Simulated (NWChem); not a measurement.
# heptane (C7H16); SMILES C(CCCC)CC

```xyz
23

C      0.3522     3.8235     0.0022
C     -0.4855     2.5542    -0.0023
C      0.3437     1.2760    -0.0049
C     -0.4880     0.0004    -0.0024
C      0.3406    -1.2774    -0.0030
C     -0.4917    -2.5536     0.0025
C      0.3431    -3.8248     0.0054
H     -0.2770     4.7267     0.0126
H      0.9989     3.8799    -0.8885
H      1.0089     3.8669     0.8863
H     -1.1553     2.5490     0.8762
H     -1.1524     2.5539    -0.8830
H      1.0099     1.2761    -0.8874
H      1.0158     1.2760     0.8731
H     -1.1585     0.0005    -0.8815
H     -1.1554     0.0019     0.8790
H      1.0131    -1.2772     0.8747
H      1.0063    -1.2807    -0.8857
H     -1.1611    -2.5523    -0.8763
H     -1.1590    -2.5464     0.8829
H      0.9899    -3.8813    -0.8852
H     -0.2879    -4.7267     0.0145
H      1.0000    -3.8704     0.8893
```
Atoms are numbered in this order, from 1.

All runs: NWChem. Pople sets run with spherical d functions. STO-3G and 3-21G are far too small for this property and stand as cheap habits. All runs use the structure optimised with PBE0/def2-SVP. Not confirmed as a minimum by frequencies. B3LYP is NWChem's, with the RPA form of VWN correlation. GIAO values for the isolated, static molecule; σ is the absolute isotropic shielding, δ = σ(reference) − σ with the isolated reference molecule computed at the same levels (13C: tetramethylsilane, 1H: tetramethylsilane).

### Question
Order these runs by computing time, cheapest first, and give rough ratios: Hartree-Fock/6-31G*; Hartree-Fock/STO-3G; PBE0/pcSseg-1.

### Answer
Hartree-Fock/STO-3G (1), Hartree-Fock/6-31G* (7), PBE0/pcSseg-1 (20). Ratios are rough, from one shared machine; the cheapest took around 12 core-seconds (rough). What differs between the cheapest and the dearest: δ C1 (ppm) 21.4 → 16.7; δ C2 (ppm) 26.9 → 27.2; δ H8 (rotor mean) (ppm) 0.78 → 1.00; δ H12 (ppm) 0.73 → 1.20.
